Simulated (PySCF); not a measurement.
Atoms are numbered as in `[NH2:1][SiH2:2][SiH2:3][NH2:4]`. Each H is labelled by its parent atom.

[PySCF 2.14.0 with density-fitted response routines: σ from GIAO-PBE0/pcSseg-1; geometry: GFN2-xTB; single conformer; equivalent nuclei averaged; non-relativistic Hamiltonian; gas phase]

Chemical shifts δ = σref − σ; 1H (31.72 ppm), 29Si (349.16 ppm) vs TMS; 15N (267.73 ppm) against NH3, all at this level.

| atoms | nucleus | count | δ (ppm) |
| --- | --- | --- | --- |
| N1/N4 | 15N | 2 | ? |
| Si2/Si3 | 29Si | 2 | -60.8 |
| H(Si2)/H(Si3) | 1H | 4 | ? |
| H(N1)/H(N4) | 1H | 4 | -0.16 |

Question: Estimate the values marked ?.

Answer: 
- H(Si2)/H(Si3): 4.93 ppm, hydrogen on a silicon bonded to N, Si
- N1/N4: -7.6 ppm, nitrogen bonded to Si, 2 H

Exchangeable OH/NH protons stand at their gas-phase positions; hydrogen bonding in a real sample shifts them, mostly to higher δ. Experimental scales use liquid or dissolved standards, which lie at an offset from isolated NH3 (liquid NH3: subtract about 20 ppm).
